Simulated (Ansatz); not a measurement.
Ansatz results at the PBE0-D4/def2-TZVP geometry: zero-point energy (PBE0-D4/def2-TZVP) 107.2 kJ/mol; size of the dipole moment (PBE/def2-TZVPP) 0.55 D; ideal-gas entropy at 298 K and 1 bar (rigid rotor, harmonic PBE0-D4/def2-TZVP) 370 J/(mol·K).

Which molecule gave them?
A. `[SiH2][S][GeH3]`•
B. `F[CH]CCF`•
C. `[CH3][Ga][Cl]`•
D. `[SiH2][Te][SiH3]`•

D. The others give `F[CH]CCF`•: 199.2, 1.51, 324; `[SiH2][S][GeH3]`•: 107.5, 1.18, 357; `[CH3][Ga][Cl]`•: 94.7, 2.49, 322.
